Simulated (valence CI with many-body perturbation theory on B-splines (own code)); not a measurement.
**Energy levels of Ru38+**

Method: relativistic CI+MBPT: four valence electrons over a frozen Dirac-Fock core [He], radial functions for each j: 11 s, 11 p, 9 d, 7 f, 5 g, 2 h, 1 i, with the one-electron correlation potential Σ1 (screened to all orders), the two-electron term Σ2, the three-electron term Σ3, Breit, model QED; selected single and double excitations, second order for the rest (own B-spline code, finite nucleus).

No measured spectrum was set against this ion. As an estimate, large intervals hold to a few tenths of a per cent, small ones and those within an open d or f shell to about a per cent. Among the levels kept, up to 260 cm⁻¹ of a level comes from second order outside the variational space, and about a tenth of that is noise between levels of different J, which matters for small intervals.

Levels 46 to 90 of 109, with energies above the lowest level, (2s^2 2p1/2^2) J=0. "Leading %" is the weight of the configuration and term that name the level; weights of strongly mixed levels are sums over their largest components and can fall short. In the jj column 3d3/2^4 stands for four electrons in 3d with j = 3/2. Lifetimes count E1, E2, E3, M1 and M2 decay at the calculated energies, and are blank where another channel may lead or the interval is too uncertain; long ones can be off by a factor of two.

```tsv
No.	Configuration	Term	J	E (Ry)	Leading %	Leading jj	Lifetime
46	2s 2p2 3d	5F	1	251.76	52	2s 2p1/2^2 3d3/2 (92 %)	55.2 fs
47	2s 2p2 3d	5F	2	252.00	31	2s 2p1/2^2 3d3/2 (82 %)	29.6 fs
48	2s 2p2 3s	5P	3	252.19	47	2s 2p1/2 2p3/2 3s (80 %)	21.0 fs
49	2s2 2p 3p	1S	0	252.37	69	2s^2 2p3/2 3p3/2 (94 %)	348 fs
50	2s 2p2 3d	3D	3	253.18	24	2s 2p1/2^2 3d5/2 (84 %)	9.71 fs
51	2s 2p2 3s	3P	2	253.34	45	2s 2p1/2 2p3/2 3s (90 %)	37.5 fs
52	2s 2p2 3p	5P°	1	253.61	39	2s 2p1/2 2p3/2 3p1/2 (97 %)	41.1 fs
53	2s2 2p 3d	1D°	2	253.78	34	2s^2 2p3/2 3d3/2 (76 %)	6.11 fs
54	2s 2p2 3d	3F	2	254.06	38	2s 2p1/2^2 3d5/2 (80 %)	7.30 fs
55	2s2 2p 3d	3F°	3	254.15	44	2s^2 2p3/2 3d3/2 (79 %)	5.56 fs
56	2s 2p2 3p	5D°	2	254.20	42	2s 2p1/2 2p3/2 3p1/2 (83 %)	75.1 fs
57	2s2 2p 3d	3F°	4	254.29	97	2s^2 2p3/2 3d5/2 (97 %)	124 ps
58	2s2 2p 3d	3P°	1	254.41	62	2s^2 2p3/2 3d3/2 (95 %)	5.26 fs
59	2s2 2p 3d	3P°	0	254.47	98	2s^2 2p3/2 3d3/2 (98 %)	6.28 fs
60	2s2 2p 3d	3P°	2	254.90	51	2s^2 2p3/2 3d5/2 (85 %)	6.39 fs
61	2s 2p2 3s	3D	1	255.40	71	2s 2p1/2 2p3/2 3s (96 %)	35.3 fs
62	2s2 2p 3d	3D°	3	255.56	21	2s 2p1/2 2p3/2 3p1/2 (62 %)	8.75 fs
63	2s 2p2 3s	3D	2	255.74	35	2s 2p1/2 2p3/2 3s (95 %)	69.8 fs
64	2s2 2p 3d	1F°	3	255.77	43	2s^2 2p3/2 3d5/2 (49 %)	5.05 fs
65	2s 2p2 3s	3P	0	255.87	91	2s 2p1/2 2p3/2 3s (90 %)	33.1 fs
66	2s 2p2 3s	3P	1	255.88	56	2s 2p1/2 2p3/2 3s (90 %)	48.3 fs
67	2s2 2p 3d	1P°	1	256.03	67	2s^2 2p3/2 3d5/2 (96 %)	5.05 fs
68	2s 2p2 3p	5D°	3	256.74	47	2s 2p1/2 2p3/2 3p3/2 (96 %)	125 fs
69	2s 2p2 3p	3P°	2	256.81	35	2s 2p1/2 2p3/2 3p1/2 (93 %)	47.4 fs
70	2s 2p2 3p	5P°	1	257.11	33	2s 2p1/2 2p3/2 3p3/2 (97 %)	24.2 fs
71	2s 2p2 3p	3D°	2	257.70	49	2s 2p1/2 2p3/2 3p3/2 (95 %)	23.4 fs
72	2s 2p2 3p	3P°	0	258.12	57	2s 2p1/2 2p3/2 3p3/2 (81 %)	37.2 fs
73	2s 2p2 3p	5D°	4	258.51	55	2s 2p1/2 2p3/2 3p3/2 (94 %)	8.91 ps
74	2s 2p2 3p	3F°	2	258.52	49	2s 2p1/2 2p3/2 3p1/2 (95 %)	37.5 fs
75	2s 2p2 3p	3D°	1	258.61	67	2s 2p1/2 2p3/2 3p1/2 (87 %)	51.2 fs
76	2s 2p2 3p	3P°	0	258.90	79	2s 2p1/2 2p3/2 3p1/2 (76 %)	15.1 fs
77	2s 2p2 3p	3P°	2	259.00	55	2s 2p1/2 2p3/2 3p3/2 (94 %)	26.4 fs
78	2s 2p2 3p	1P°	1	259.51	39	2s 2p1/2 2p3/2 3p3/2 (86 %)	12.3 fs
79	2s 2p2 3p	3D°	3	259.61	45	2s 2p1/2 2p3/2 3p3/2 (93 %)	23.7 fs
80	2s 2p2 3d	5F	2	260.06	45	2s 2p1/2 2p3/2 3d3/2 (97 %)	17.9 fs
81	2s 2p2 3d	5D	1	260.09	57	2s 2p1/2 2p3/2 3d3/2 (97 %)	26.5 fs
82	2s 2p2 3d	5D	0	260.09	87	2s 2p1/2 2p3/2 3d3/2 (98 %)	124 fs
83	2s 2p2 3p	3D°	1	260.30	36	2s 2p1/2 2p3/2 3p1/2 (93 %)	41.1 fs
84	2s 2p2 3d	5F	3	260.36	61	2s 2p1/2 2p3/2 3d3/2 (78 %)	14.4 fs
85	2s 2p2 3d	5F	4	260.61	55	2s 2p1/2 2p3/2 3d5/2 (95 %)	226 fs
86	2s 2p2 3d	3F	2	261.64	28	2s 2p1/2 2p3/2 3d5/2 (96 %)	8.96 fs
87	2s 2p2 3d	3F	3	261.77	38	2s 2p1/2 2p3/2 3d5/2 (51 %)	6.53 fs
88	2s 2p2 3p	3D°	2	261.80	35	2s 2p1/2 2p3/2 3p3/2 (91 %)	40.9 fs
89	2s 2p2 3d	3F	4	261.81	37	2s 2p1/2 2p3/2 3d3/2 (73 %)	948 fs
90	2s 2p2 3p	3F°	3	261.84	46	2s 2p1/2 2p3/2 3p3/2 (96 %)	39.9 fs
```
